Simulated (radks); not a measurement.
Problem. All-electron atom: Tl69+ in [Ne] 3s2 (the NIST ground configuration). Method: Dirac Kohn-Sham, exchange-only PBE, spin-unpolarised, spherical densities, finite nucleus; Fermi nuclear charge, rms radius 5.4759 fm; computed with a radial shooting solver on a logarithmic mesh with Libxc functionals. Some entries of the table are withheld. Estimate them.

orbital,occ.,eigenvalue (Ry),r(max) (bohr),<r> (bohr)
1s1/2,2,-6744.352,0.01003,0.01631
2s1/2,2,(1),0.05796,0.06715
2p1/2,2,-1519.265,(2),0.05505
2p3/2,4,-1362.716,(3),0.06351
3s1/2,2,-638.9443,0.1553,0.1624

Solution. 
(1) 2s1/2 eigenvalue (Ry): -1556.936
(2) 2p1/2 r(max) (bohr): 0.04242
(3) 2p3/2 r(max) (bohr): 0.04987
